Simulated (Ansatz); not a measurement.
Ansatz (an electronic-structure program) input:

Ansatz 0.2 input:
```yaml
crystal:
  periodic: [false, false, false]
  atoms:
    - {symbol: Si, position_ang: [-0.40317361, 0.11965681, 0.02248274]}
    - {symbol: O, position_ang: [-0.77910870, 1.55375887, -0.33701935]}
    - {symbol: O, position_ang: [1.11706271, -0.46749932, -0.07714761]}
    - {symbol: H, position_ang: [-1.13568992, -0.97795344, -0.68499998]}
    - {symbol: H, position_ang: [-0.76210725, -0.35860275, 1.39472508]}
    - {symbol: H, position_ang: [1.85389497, 0.06148441, -0.36628195]}
basis:
  gaussian:
    orbitals: def2-TZVP
hamiltonian:
  xc: b3lyp
  dispersion: d3bj
magnetization: {spin_polarized: true, initial_magnetization: 1}
relax: {f_tol: 0.002, max_steps: 150}
```

Question: What final total energy does it print?

Answer: -441.85623 Eh (B3LYP-D3(BJ)/def2-TZVP). The basis has 117 functions.

It need not be the lowest isomer of its formula.
